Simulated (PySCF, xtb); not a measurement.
Br₃Sb, SMILES [Br][Sb-]([Br])[Br], charge -1, multiplicity 2.

Harmonic wavenumbers (cm⁻¹) from GFN2-xTB (xtb 6.7.1) at its own minimum, in rising order: 27, 43, 59, 138, 149, 203.

What does PySCF with PBE-D3(BJ)/def2-SVPD give at its own minimum? (The exact figures need the calculation; the answer reports its results.)

22, 30, 53, 140, 165, 207. Paired by order, the mean absolute difference is 8 cm⁻¹ and the zero-point energies are 0.9 and 0.9 kcal/mol.
